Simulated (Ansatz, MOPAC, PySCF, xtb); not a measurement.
Pair of molecules: aminoborane (SMILES BN) (first 6 atoms) with HF (SMILES F); geometry from B3LYP-D3(BJ)/def2-TZVP, rigid monomers moved along the line of their centres of mass till N2···H8 is 2.21 Å.
(charge 0, multiplicity 1):
```xyz
8

B      0.906    -0.126     0.061
N     -0.143     0.579     0.665
H      0.663    -0.824    -0.871
H      1.999    -0.026     0.521
H      0.012     1.277     1.378
H     -1.065     0.633     0.257
F     -1.111    -1.515     2.796
H     -0.771    -0.938     2.139
```

```csv
level,interaction energy (kJ/mol),"minus MP2/CBS(aug-cc-pVDZ, aug-cc-pVTZ) + ΔCCSD(T)/aug-cc-pVDZ",cost
PM3,6.8,26.2,-
GFN2-xTB,-19.7,-0.3,-
HF/6-31G*,-18.1,1.3,-
HF/aug-cc-pVTZ,-16.1,3.3,-
PBE/def2-TZVPPD,-19.7,-0.3,×1
PBE-D3(BJ)/def2-TZVPPD,-22.1,-2.6,×1
PBE-D4/def2-TZVPPD,-21.6,-2.2,×1
r2SCAN/def2-TZVPPD,-20.9,-1.5,×1
r2SCAN-D3(BJ)/def2-TZVPPD,-21.7,-2.3,×1
B3LYP/6-31G*,-19.5,0.0,-
B3LYP/6-31G* (no counterpoise),-24.2,-4.8,-
B3LYP-D4/def2-TZVPPD,-20.9,-1.5,×1
M06-2X/6-31G* (no counterpoise),-25.3,-5.9,-
wB97X-V/def2-TZVPPD,-20.6,-1.2,×3
MP2/aug-cc-pVDZ,-17.9,1.5,-
MP2/aug-cc-pVTZ,-19.3,0.1,×3
"MP2/CBS(aug-cc-pVDZ, aug-cc-pVTZ)",-19.9,-0.5,-
SCS-MP2/aug-cc-pVTZ,-17.6,1.8,-
CCSD(T)/aug-cc-pVDZ,-17.4,2.0,×5
"MP2/CBS(aug-cc-pVDZ, aug-cc-pVTZ) + ΔCCSD(T)/aug-cc-pVDZ",-19.4,0.0,×8
```

 The comparison column counts from a level with limits of its own.

The rows run from -25.3 (M06-2X/6-31G* (no counterpoise)) to 6.8 kJ/mol (PM3). From aug-cc-pVDZ to aug-cc-pVTZ MP2 changes by -1.4. The dispersion term adds -2.4 in PBE-D3(BJ), -1.9 in PBE-D4, -0.8 in r2SCAN-D3(BJ). The 3 functionals in def2-TZVPPD without D3 or D4 span 1.2, from r2SCAN to PBE.

Interaction energies are E(AB) − E(A) − E(B) at the monomers' geometry in the complex; basis-set methods are counterpoise corrected. Rows marked so take none.

Cores are frozen in the correlated methods. CBS: X⁻³ extrapolation of the correlation energy, Hartree–Fock from the larger set. Rows in 6-31G* carry no dispersion term and start afresh at each structure (6-31G* with six Cartesian d functions). The state reached by PM3 isn't checked.

Codes used: Ansatz (a first-principles code) with Gaussian orbitals; MOPAC for PM3 (differences of heats of formation); PySCF for 6-31G* rows, the dispersion terms; xtb for the GFN methods. 

Costs are rough ratios of core time to PBE/def2-TZVPPD (about 6 s over the structures, on one shared machine); a dash marks a level with no comparable run of its own.
